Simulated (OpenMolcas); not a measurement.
**Ionisation energies of iridium**

| Quantity | Value |
| --- | --- |
| Program | OpenMolcas 26.06 |
| Basis | ANO-RCC-VTZP [8s7p5d3f1g] |
| Scalar Hamiltonian | DKH2, point nucleus |
| Spin-orbit coupling | RASSI with atomic mean-field integrals over the reference wave functions, term energies averaged over their components |

Active shells in each charge state: the valence d, s shells, with orbitals averaged over the low states. Where CASPT2's correlated closed shells are named, they are those of the first ion.

A. CASSCF
B. MS-CASPT2, IPEA 0.25 Eh, imaginary shift 0.1 Eh (closed shells correlated: 5s 5p)
C. SS-CASPT2, IPEA 0.25 Eh, imaginary shift 0.1 Eh (closed shells correlated: 5s 5p)
D. MS-CASPT2, IPEA 0 Eh, imaginary shift 0.1 Eh (closed shells correlated: 5s 5p)
E. SS-CASPT2, IPEA 0 Eh, imaginary shift 0.1 Eh (closed shells correlated: 5s 5p)

Energies in eV between the lowest computed levels, named as in B; reference values from the NIST Atomic Spectra Database with their kind.

```json
{"From": "Ir 5d⁷ 6s² ⁴F_9/2", "To": "Ir+ 5d⁷ 6s ⁵F₅", "A": "6.925", "B": "9.214", "C": "9.214", "D": "9.247", "E": "9.247", "Spin-orbit share in B": "+0.173", "Reference": "8.967 (measured)"}
{"From": "Ir+ 5d⁷ 6s ⁵F₅", "To": "Ir2+ 5d⁷ ⁴F_9/2", "A": "15.892", "B": "17.339", "C": "17.339", "D": "17.467", "E": "17.467", "Spin-orbit share in B": "-0.280", "Reference": "17.000 (semi-empirical)"}
```

Error against the reference values, in %:

```
From       Reference      A     B     C     D     E
  Ir        measured  -22.8  +2.8  +2.8  +3.1  +3.1
 Ir+  semi-empirical   -6.5  +2.0  +2.0  +2.7  +2.7
```

Absolute error against the one measured value: A 2.04 eV, B 0.25 eV, C 0.25 eV, D 0.28 eV, E 0.28 eV.

The lowest level within the active space need not be the ion's true ground level.
